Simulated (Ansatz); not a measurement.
Program: Ansatz. Geometries: PBE0-D4/def2-TZVP. ΔE: electronic, gas phase. CCSD(T)/CBS is the MP2 limit (def2-TZVPP, def2-QZVPP) plus CCSD(T) − MP2 in def2-TZVPP, frozen cores. This one scheme is used for every species, atoms too. DFT in def2-TZVPP. Open shells (•) are unrestricted, without spin–orbit coupling. Spin–orbit coupling would lower the free atoms: a little for Cl, O; strongly for In. def2 core potentials past Kr. For In outer-core shells are correlated without core-valence functions, so the limit isn't a true one: a few kJ/mol of doubt a bond, and 10 to 20 or more in all where bonds break to atoms. Each species was taken in one conformer, which may not be the lowest.

Reaction (atomization): `[OH2+][In-]([Cl])([Cl])[Cl]` → 3 Cl• + 2 H• + In• + O•

CCSD(T)/CBS gives +2074.0 kJ/mol.

**Question.** Another level gave +1943.0 kJ/mol. Which?
A. HF/def2-TZVPP
B. BHLYP-D4/def2-TZVPP
C. PBE0-D4/def2-TZVPP
D. ωB97M-V/def2-TZVPP

**Answer.** B. BHLYP-D4 1943.0, ωB97M-V 2060.8, PBE0-D4 2025.7, HF/def2-TZVPP 1458.0 kJ/mol.

Largest T1 diagnostic among the species: 0.015.

The D4 term adds +33.5 kJ/mol with B3LYP and +18.1 kJ/mol with PBE0; it sums over pairs of atoms, weighted by their polarisabilities, and B3LYP, whose exchange is more repulsive, gets the larger term. From BLYP to BHLYP (50 % exact exchange), in def2-TZVPP and without D4, ΔE moves by −26.7 kJ/mol: exact exchange takes away binding that semilocal exchange gives to molecules. Leaving LDA and LC-ωPBE aside and taking each functional with its dispersion term where it has one, the values, not all of them listed here, spread over 127.1 kJ/mol, from BHLYP-D4 to B97M-V. LDA lies +320.7 kJ/mol from PBE without D4, its usual overbinding.

B3LYP here is the variant with VWN-RPA as its local correlation; programs differ in this.

For atomizations the MP2-based limit and the directly extrapolated one differ by several kJ/mol either way, and by 10 to 25 for some Ge, Se and Sn compounds, so smaller differences from it don't rank the levels.
